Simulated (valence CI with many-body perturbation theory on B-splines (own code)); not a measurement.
Kr XXXII: key properties

Computed by relativistic CI+MBPT: three valence electrons over a frozen Dirac-Fock core [He], a basis of 11 s, 11 p, 9 d, 7 f, 5 g, 2 h, 1 i functions for each j, with the one-electron correlation potential Σ1 (screened to all orders), the two-electron term Σ2, the three-electron term Σ3, Breit, model QED; selected single and double excitations, second order for the rest (own B-spline code, finite nucleus).

No measured spectrum was set against this ion. As an estimate, large intervals hold to a few tenths of a per cent, small ones and those within an open d or f shell to about a per cent.

Levels are named by their leading jj configuration (3d3/2^4 stands for four electrons in 3d with j = 3/2), which in mixed levels can hold well under half, so a name can repeat and another be missing.

Rates and lifetimes use the calculated energies. Strong lines usually hold to 10 to 20 %, long lifetimes can be off by a factor of two.

Problem. What is the ground level?

Solution. (2s^2 2p1/2) J=1/2, composition 99 % 2s2.2p 2P°, g = 0.655.

Problem. Among levels below 19491 × 10³ cm⁻¹, which E1 lines absorb most strongly from the ground level?

Solution. to (2s^2 3d3/2) J=3/2 at 0.5688 nm, f = 0.699; to (2s 2p1/2 3p3/2) J=3/2 at 0.5559 nm, f = 0.225; to (2s 2p1/2 3p3/2) J=1/2 at 0.5572 nm, f = 0.129.

Problem. Where does the other parity begin?

Solution. At (2s 2p1/2^2) J=1/2, 697.90 × 10³ cm⁻¹.

Problem. What is the ionisation energy?

Solution. 3753.1 eV; NIST lists 3752 ± 2.5 eV (semi-empirical).

Problem. How well does LS coupling describe the low levels?

Solution. Among the lowest 20 levels the leading LS term, summed over configurations, holds 83 % on average. For single configurations the figures are 82 % in LS and 93 % in jj coupling. Terms mix most in the J = 3/2 level at 2256.8 × 10³ cm⁻¹, where the leading one holds 50 %.
